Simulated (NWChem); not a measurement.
System: CH3CdFS; SMILES [S]([Cd][F])C

Here is an NWChem input.

```
start job
memory heap 200 mb stack 900 mb global 1100 mb
geometry units angstroms noautoz
  Cd    -0.318973    -0.801825    -0.019985
  F     -0.911393    -2.659034    -0.015404
  S      0.420985     1.418090    -0.021340
  C     -1.165914     2.353904     0.019465
  H     -1.795027     2.157219    -0.869289
  H     -0.877703     3.423213     0.009464
  H     -1.745726     2.160336     0.941836
end
basis spherical
  Cd library 3-21g
  F library 3-21g
  S library 3-21g
  C library 3-21g
  H library 3-21g
end
dft
  xc hfexch
  iterations 150
  mulliken
end
task dft energy
```

NWChem printed, in part:

```
             Northwest Computational Chemistry Package (NWChem) 7.3.0
             --------------------------------------------------------

 C1  symmetry detected

                             Geometry "geometry" -> ""
                             -------------------------

 Output coordinates in angstroms (scale by  1.889725989 to convert to a.u.)

  No.       Tag          Charge          X              Y              Z
 ---- ---------------- ---------- -------------- -------------- --------------
    1 Cd                  48.0000     0.08356887    -0.57849808    -0.00067579
    2 F                    9.0000    -0.31889658    -2.48591048     0.00200420
    3 S                   16.0000     0.59620938     1.70464873     0.00096080
    4 C                    6.0000    -1.07732371     2.47597713     0.00005080
    5 H                    1.0000    -1.66271922     2.21346048    -0.90147510
    6 H                    1.0000    -0.89802816     3.56883504    -0.01005020
    7 H                    1.0000    -1.65589714     2.22856408     0.91024768

 Effective nuclear repulsion energy (a.u.)     431.9721448196

  xc_inp: hfexch multiplicative factor not found.

                                 NWChem DFT Module
                                 -----------------

 Summary of "ao basis" -> "ao basis" (spherical)
 ------------------------------------------------------------------------------
       Tag                 Description            Shells   Functions and Types
 ---------------- ------------------------------  ------  ---------------------
 Cd                          3-21g                  14       36   6s5p3d
 F                           3-21g                   5        9   3s2p
 S                           3-21g                   7       13   4s3p
 C                           3-21g                   5        9   3s2p
 H                           3-21g                   2        2   2s

            General Information
            -------------------
          SCF calculation type: DFT
          Wavefunction type:  closed shell.
          No. of atoms     :     7
          No. of electrons :    82
           Alpha electrons :    41
            Beta electrons :    41
          Charge           :     0
          Spin multiplicity:     1
          Use of symmetry is: off; symmetry adaption is: off
          Maximum number of iterations: 150
          AO basis - number of functions:    73
                     number of shells:    37
          Convergence on energy requested:  1.00D-06
          Convergence on density requested:  1.00D-05
          Convergence on gradient requested:  5.00D-04

              XC Information
              --------------
                     Hartree-Fock (Exact) Exchange  1.000

      Superposition of Atomic Density Guess
      -------------------------------------

 Sum of atomic energies:       -5973.18069881

      Non-variational initial energy
      ------------------------------

 Total energy =   -5973.976592
 1-e energy   =   -9119.940680
 2-e energy   =    2713.991943
 HOMO         =      -0.283816
 LUMO         =      -0.073020

     ---------------------------------------------
      Total Density - Mulliken Population Analysis
     ---------------------------------------------

    Atom       Charge   Shell Charges
 -----------   ------   -------------------------------------------------------
    1 Cd  48    46.86   2.00  2.00  6.00  2.00  6.00  2.00  5.95  0.58  0.26  0.09  0.02  9.89  6.92  3.15
    2 F    9     9.79   1.98  0.46  2.69  1.52  3.13
    3 S   16    16.36   2.00  1.96  5.89  1.01  2.45  0.88  2.17
    4 C    6     6.75   1.99  0.38  1.45  1.19  1.74
    5 H    1     0.75   0.42  0.33
    6 H    1     0.75   0.41  0.34
    7 H    1     0.75   0.42  0.33

   convergence    iter        energy       DeltaE   RMS-Dens  Diis-err
 ---------------- ----- ----------------- --------- --------- ---------
 d= 0,ls=0.0,diis     1  -5973.6555866232 -6.41D+03  1.28D-02  6.59D-01
 d= 0,ls=0.0,diis     2  -5973.7128808070 -5.73D-02  3.15D-03  3.19D-01
 d= 0,ls=0.0,diis     3  -5973.7342556423 -2.14D-02  1.31D-03  1.98D-03
 d= 0,ls=0.0,diis     4  -5973.7350121518 -7.57D-04  3.24D-04  2.41D-04
 d= 0,ls=0.0,diis     5  -5973.7350861957 -7.40D-05  2.08D-04  3.64D-05
  Resetting Diis
 d= 0,ls=0.0,diis     6  -5973.7351063972 -2.02D-05  7.58D-05  2.88D-06
 d= 0,ls=0.0,diis     7  -5973.7351084207 -2.02D-06  6.41D-06  1.34D-07
 d= 0,ls=0.0,diis     8  -5973.7351084570 -3.64D-08  2.87D-06  2.65D-08

         Total DFT energy =    -5973.735108457030
      One electron energy =    -9119.643776953812
           Coulomb energy =     2903.879497013759
    Exchange-Corr. energy =     -189.942973336531
 Nuclear repulsion energy =      431.972144819553

 Numeric. integr. density =        0.000000000000

                       DFT Final Molecular Orbital Analysis
                       ------------------------------------

 Vector   39  Occ=2.000000D+00  E=-4.762390D-01
              MO Center= -4.4D-02,  1.7D+00,  5.0D-04, r^2= 3.3D+00
   Bfn.  Coefficient  Atom+Function         Bfn.  Coefficient  Atom+Function
  ----- ------------  ---------------      ----- ------------  ---------------
    52      0.327744  3 S  px                65     -0.275088  4 C  px
    55      0.246261  3 S  s                 61     -0.240296  4 C  px
    53     -0.214750  3 S  py                66      0.212868  4 C  py
    56      0.190068  3 S  px                62      0.171690  4 C  py
    64     -0.168873  4 C  s                 48     -0.160569  3 S  px

 Vector   40  Occ=2.000000D+00  E=-3.787912D-01
              MO Center=  4.5D-01,  1.6D+00, -1.9D-05, r^2= 2.6D+00
   Bfn.  Coefficient  Atom+Function         Bfn.  Coefficient  Atom+Function
  ----- ------------  ---------------      ----- ------------  ---------------
    53      0.376773  3 S  py                57      0.334454  3 S  py
    14     -0.310865  1 Cd s                 56      0.272691  3 S  px
    52      0.263626  3 S  px                16     -0.222545  1 Cd py
    55      0.182920  3 S  s                 49     -0.180691  3 S  py
    10      0.161463  1 Cd s                 51      0.130713  3 S  s

 Vector   41  Occ=2.000000D+00  E=-3.511400D-01
              MO Center=  4.6D-01,  1.7D+00,  1.5D-03, r^2= 2.0D+00
   Bfn.  Coefficient  Atom+Function         Bfn.  Coefficient  Atom+Function
  ----- ------------  ---------------      ----- ------------  ---------------
    58      0.572304  3 S  pz                54      0.519242  3 S  pz
    50     -0.247796  3 S  pz                73     -0.124969  7 H  s
    69      0.123528  5 H  s                 63     -0.094104  4 C  pz
    28     -0.084036  1 Cd d -1              72     -0.081006  7 H  s
    17      0.080418  1 Cd pz                68      0.080005  5 H  s

 Vector   42  Occ=0.000000D+00  E= 3.368518D-02
              MO Center= -2.5D-01, -4.0D-01, -1.8D-02, r^2= 7.1D+00
   Bfn.  Coefficient  Atom+Function         Bfn.  Coefficient  Atom+Function
  ----- ------------  ---------------      ----- ------------  ---------------
    18      1.246337  1 Cd s                 55     -0.554478  3 S  s
    57      0.375519  3 S  py                10     -0.212522  1 Cd s
    16      0.206850  1 Cd py                42     -0.184969  2 F  s
    53      0.166168  3 S  py                31     -0.128823  1 Cd d  2
    19     -0.119175  1 Cd px                44     -0.118004  2 F  py

 Vector   43  Occ=0.000000D+00  E= 5.041575D-02
              MO Center=  4.4D-01, -7.0D-01, -1.0D-03, r^2= 8.9D+00
   Bfn.  Coefficient  Atom+Function         Bfn.  Coefficient  Atom+Function
  ----- ------------  ---------------      ----- ------------  ---------------
    19      0.900731  1 Cd px                64      0.296575  4 C  s
    55     -0.213698  3 S  s                 20     -0.204522  1 Cd py
    18      0.135639  1 Cd s                 43     -0.135750  2 F  px
    15      0.129055  1 Cd px                11     -0.126401  1 Cd px
    65      0.100968  4 C  px                71     -0.089610  6 H  s

 Vector   44  Occ=0.000000D+00  E= 5.910550D-02
              MO Center=  4.8D-02, -6.7D-01,  1.9D-02, r^2= 9.3D+00
   Bfn.  Coefficient  Atom+Function         Bfn.  Coefficient  Atom+Function
  ----- ------------  ---------------      ----- ------------  ---------------
    21      0.967460  1 Cd pz                58     -0.241701  3 S  pz
    45     -0.133572  2 F  pz                13     -0.118134  1 Cd pz
    17      0.103225  1 Cd pz                54     -0.103510  3 S  pz
    41     -0.085857  2 F  pz                67     -0.084009  4 C  pz
     9      0.054416  1 Cd pz                50      0.052320  3 S  pz

     ---------------------------------------------
      Total Density - Mulliken Population Analysis
     ---------------------------------------------

    Atom       Charge   Shell Charges
 -----------   ------   -------------------------------------------------------
    1 Cd  48    47.08   2.00  2.00  6.00  2.00  6.00  2.00  5.96  0.65  0.52 -0.04  0.03  9.89  6.97  3.11
    2 F    9     9.56   1.98  0.44  2.45  1.54  3.15
    3 S   16    16.23   2.00  1.96  5.89  0.97  2.39  0.96  2.07
    4 C    6     6.85   1.99  0.34  1.55  1.22  1.75
    5 H    1     0.77   0.46  0.31
    6 H    1     0.74   0.45  0.29
    7 H    1     0.77   0.46  0.31

     -------------------------------------------
      Total Density - Lowdin Population Analysis
     -------------------------------------------

    Atom       Charge   Shell Charges
 -----------   ------   -------------------------------------------------------
    1 Cd  48    47.36   2.00  2.00  6.00  1.99  5.99  1.96  5.87  0.53  0.66  0.16  0.21  9.79  6.71  3.50
    2 F    9     9.45   1.98  0.60  2.47  1.26  3.14
    3 S   16    16.15   2.00  1.95  5.82  0.90  2.36  0.79  2.34
    4 C    6     6.37   1.98  0.42  1.48  0.63  1.87
    5 H    1     0.89   0.46  0.43
    6 H    1     0.88   0.46  0.42
    7 H    1     0.89   0.46  0.43

     Multipole analysis of the density
     ---------------------------------

     L   x y z        total         alpha         beta         nuclear
     -   - - -        -----         -----         ----         -------
     0   0 0 0     -0.000000    -41.000000    -41.000000     82.000000

     1   1 0 0     -0.580129     -0.290064     -0.290064      0.000000
     1   0 1 0      0.436570      0.218285      0.218285      0.000000
     1   0 0 1     -0.005185     -0.002593     -0.002593      0.000000

     2   2 0 0    -33.871446    -53.029843    -53.029843     72.188240
     2   1 1 0     -6.267771      6.694899      6.694899    -19.657568
     2   1 0 1      0.000109     -0.001772     -0.001772      0.003653
     2   0 2 0    -47.071755   -340.574862   -340.574862    634.077969
     2   0 1 1      0.009471      0.007980      0.007980     -0.006489
     2   0 0 2    -33.936394    -19.898938    -19.898938      5.861481
```

Level: Hartree-Fock/3-21G, non-relativistic. The geometry was optimised at PBE-D3(BJ)/def2-SVP (def2 core potentials past Kr).
